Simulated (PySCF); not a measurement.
SiHFCl2, SMILES Cl[SiH](F)Cl. Geometry: ωB97X-D3(BJ)/def2-SVP.

Computed equilibrium geometry at ωB97X-D3(BJ)/def2-SVP (PySCF confirms it by a frequency run) as Cartesian coordinates in Å, and its point group:
point group Cs.
```xyz
5

Si     0.4156    -0.3897     0.0000
F     -0.3878    -1.7856     0.0000
Cl    -0.1232     0.6526    -1.6618
Cl    -0.1232     0.6526     1.6618
H      1.8600    -0.6621     0.0000
```
